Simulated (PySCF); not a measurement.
Zn(H)(GeH3) (GeH4Zn), SMILES [ZnH][GeH3].

Geometry optimised at B3LYP-D3(BJ)/def2-TZVP.

All values below come from PySCF with C-PCM-M06-2X/def2-SVP.

The values are the electrostatic part of the solvation free energy, E(continuum) − E(gas) at the gas-phase geometry, in a cavity of scaled van der Waals radii (PySCF's table); cavitation and dispersion terms are not included. A continuum can't describe solvent molecules that bind to the metal. In vacuum the orbital gap is 8.61 eV. The dipole moment in vacuum is 0.67 D.

| solvent | ε | ΔG(elec) (kcal/mol) | dipole (D) | gap (eV) |
|---|---|---|---|---|
| water | 78.36 | -12.2 | 1.16 | 9.06 |
| toluene | 2.37 | -6.4 | 0.91 | 8.86 |
| N,N-dimethylformamide | 37.22 | -11.9 | 1.15 | 9.05 |
